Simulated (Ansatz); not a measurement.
Reaction (substitution at a C–C bond): `CCCCC(C)(C)C` + `O[Si]([SiH3])(Cl)Cl` → `CO[Si]([SiH3])(Cl)Cl` + `CCCCC(C)C`

Gas-phase electronic energies from Ansatz, PBE0-D4/def2-TZVP geometries. CCSD(T)/CBS is the MP2 limit (def2-TZVPP, def2-QZVPP) plus CCSD(T) − MP2 in def2-TZVPP, frozen cores. Functionals use def2-TZVPP. Each species was taken in one conformer, which may not be the lowest.

`CCCCC(C)(C)C`:

```xyz
26

C    -3.582   -0.419    0.652
C    -2.311    0.387    0.853
C    -1.107   -0.214    0.145
C     0.158    0.602    0.354
C     1.440    0.087   -0.315
C     1.804   -1.301    0.207
C     2.570    1.055    0.025
C     1.276    0.034   -1.832
H    -3.466   -1.438    1.031
H    -3.839   -0.491   -0.409
H    -4.432    0.033    1.169
H    -2.093    0.472    1.924
H    -2.464    1.412    0.495
H    -1.330   -0.296   -0.925
H    -0.960   -1.238    0.506
H     0.348    0.686    1.433
H    -0.022    1.626    0.002
H     2.758   -1.632   -0.214
H     1.903   -1.297    1.296
H     1.051   -2.046   -0.061
H     3.512    0.734   -0.428
H     2.348    2.062   -0.339
H     2.722    1.116    1.107
H     0.516   -0.691   -2.133
H     0.986    1.011   -2.230
H     2.215   -0.256   -2.311
```

`O[Si]([SiH3])(Cl)Cl`:

Z-matrix (Å, degrees):
```
Si
Si 1 2.329
Cl 1 2.055 2 110.7
O 1 1.628 2 109.0 3 121.2
Cl 1 2.055 2 110.7 3 -117.6
H 2 1.485 1 108.0 3 58.7
H 2 1.485 1 109.3 3 -61.0
H 2 1.485 1 109.3 3 178.3
H 4 0.960 1 119.1 2 179.8
```

`CO[Si]([SiH3])(Cl)Cl`:

Z-matrix (Å, degrees):
```
C
O 1 1.416
H 1 1.093 2 110.8
H 1 1.093 2 110.8 3 121.4
H 1 1.090 2 107.7 3 -119.3
Si 2 1.620 1 126.7 3 -60.6
Cl 6 2.058 2 109.8 1 58.1
Si 6 2.327 2 109.2 1 179.9
Cl 6 2.058 2 109.8 1 -58.3
H 8 1.485 6 108.3 2 -179.9
H 8 1.485 6 109.3 2 60.3
H 8 1.485 6 109.3 2 -60.2
```

`CCCCC(C)C`:

Cartesian coordinates in Å:
```
C -1.624 0.964 2.906
C -0.370 0.507 2.182
C -0.559 0.390 0.678
C 0.695 -0.070 -0.045
C 0.590 -0.109 -1.567
C -0.459 -1.102 -2.049
C 1.944 -0.424 -2.185
H -1.950 1.945 2.548
H -2.449 0.265 2.742
H -1.463 1.040 3.984
H -0.047 -0.462 2.580
H 0.450 1.205 2.389
H -0.874 1.362 0.277
H -1.385 -0.301 0.479
H 1.523 0.594 0.230
H 0.978 -1.069 0.315
H 0.288 0.893 -1.904
H -0.502 -1.126 -3.141
H -0.216 -2.113 -1.705
H -1.458 -0.856 -1.684
H 2.289 -1.416 -1.874
H 1.896 -0.418 -3.277
H 2.702 0.301 -1.877
```

CCSD(T)/CBS gives +0.60 eV.

Another level gave +0.43 eV. Which?
A. CCSD(T)/def2-TZVPP
B. B2PLYP/def2-TZVPP
C. HF/def2-TZVPP
D. revPBE/def2-TZVPP

D. revPBE 0.43, B2PLYP 0.50, HF/def2-TZVPP 0.36, CCSD(T)/def2-TZVPP 0.59 eV.

Largest T1 diagnostic among the species: 0.011.

Leaving LDA and LC-ωPBE aside and taking each functional with its dispersion term where it has one, the values, not all of them listed here, spread over 0.14 eV, from BLYP-D4 to PBE-QIDH. LDA lies +0.13 eV from PBE without D4. From BLYP to BHLYP (50 % exact exchange), in def2-TZVPP and without D4, ΔE moves by +0.07 eV.
